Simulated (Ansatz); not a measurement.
Geometry optimisation, RKS B3LYP-D4/def2-SVP (Ansatz).

Input:

```yaml
crystal:
  periodic: [false, false, false]
  atoms:
    - { symbol: C, position_ang: [0.1517, -1.2525, 0.1056] }
    - { symbol: "N", position_ang: [-1.1543, -0.6784, -0.0917] }
    - { symbol: Sn, position_ang: [0.143, 0.7738, -0.0503] }
    - { symbol: H, position_ang: [0.7754, -2.0916, 0.2232] }
    - { symbol: H, position_ang: [0.244, 1.4737, -1.6537] }
    - { symbol: H, position_ang: [-0.1177, 1.7111, 1.4207] }
basis:
  gaussian: { orbitals: def2-SVP }
hamiltonian:
  xc: b3lyp
  dispersion: d4
relax:
  f_tol: 0.02
  max_steps: 50
```

Launched with:

```bash
$ ansatz run input.yaml --threads 1 --pin off --max-ram 2048MiB --backend cpu --events-out ev --progress --plain --runs-dir out
```

**Question.** Where does it end, and by what steps?

**Answer.** The run converged. After 25 steps the energy has fallen by 3.110 eV; N2 moved furthest, 1.34 Å. Parted: C1–Sn3.

```json
{"step": "0", "energy less start (eV)": "0.0000", "largest force component (eV/Å)": "7.118", "accepted": "yes"}
{"step": "1", "energy less start (eV)": "-1.4230", "largest force component (eV/Å)": "3.843", "accepted": "yes"}
{"step": "2", "energy less start (eV)": "-1.7567", "largest force component (eV/Å)": "4.703", "accepted": "yes"}
{"step": "3", "energy less start (eV)": "-2.0865", "largest force component (eV/Å)": "1.531", "accepted": "yes"}
{"step": "4", "energy less start (eV)": "-2.2570", "largest force component (eV/Å)": "1.701", "accepted": "yes"}
{"step": "5", "energy less start (eV)": "-2.3760", "largest force component (eV/Å)": "1.333", "accepted": "yes"}
{"step": "6", "energy less start (eV)": "-2.3797", "largest force component (eV/Å)": "3.378", "accepted": "yes"}
{"step": "7", "energy less start (eV)": "-2.4787", "largest force component (eV/Å)": "1.789", "accepted": "yes"}
{"step": "8", "energy less start (eV)": "-2.6271", "largest force component (eV/Å)": "1.710", "accepted": "yes"}
{"step": "9", "energy less start (eV)": "-2.6300", "largest force component (eV/Å)": "1.698", "accepted": "yes"}
{"step": "10", "energy less start (eV)": "-2.6694", "largest force component (eV/Å)": "0.890", "accepted": "yes"}
{"step": "11", "energy less start (eV)": "-2.7111", "largest force component (eV/Å)": "0.271", "accepted": "yes"}
{"step": "12", "energy less start (eV)": "-2.7193", "largest force component (eV/Å)": "0.703", "accepted": "yes"}
{"step": "13", "energy less start (eV)": "-2.7296", "largest force component (eV/Å)": "0.553", "accepted": "yes"}
{"step": "14", "energy less start (eV)": "-2.7520", "largest force component (eV/Å)": "1.298", "accepted": "yes"}
{"step": "15", "energy less start (eV)": "-2.8268", "largest force component (eV/Å)": "0.736", "accepted": "yes"}
{"step": "16", "energy less start (eV)": "-2.9158", "largest force component (eV/Å)": "0.698", "accepted": "yes"}
{"step": "17", "energy less start (eV)": "-2.9763", "largest force component (eV/Å)": "1.505", "accepted": "yes"}
{"step": "18", "energy less start (eV)": "-3.0341", "largest force component (eV/Å)": "1.243", "accepted": "yes"}
{"step": "19", "energy less start (eV)": "-3.0662", "largest force component (eV/Å)": "1.032", "accepted": "yes"}
{"step": "20", "energy less start (eV)": "-3.0935", "largest force component (eV/Å)": "0.764", "accepted": "yes"}
{"step": "21", "energy less start (eV)": "-3.1045", "largest force component (eV/Å)": "0.428", "accepted": "yes"}
{"step": "22", "energy less start (eV)": "-3.1090", "largest force component (eV/Å)": "0.074", "accepted": "yes"}
{"step": "23", "energy less start (eV)": "-3.1089", "largest force component (eV/Å)": "0.319", "accepted": "no"}
{"step": "24", "energy less start (eV)": "-3.1094", "largest force component (eV/Å)": "0.076", "accepted": "yes"}
{"step": "25", "energy less start (eV)": "-3.1095", "largest force component (eV/Å)": "0.003", "accepted": "yes"}
```

```xyz
6
Properties=species:S:1:pos:R:3
C -0.013 -1.814 0.114
N 0.179 -0.679 0.067
Sn 0.840 1.672 0.016
H -0.196 -2.878 0.158
H -0.171 1.730 -1.462
H -0.596 1.905 1.060
```

The run took 73 s on 1 thread of Arm Neoverse V1, on a shared host, peak memory 0.14 GiB.
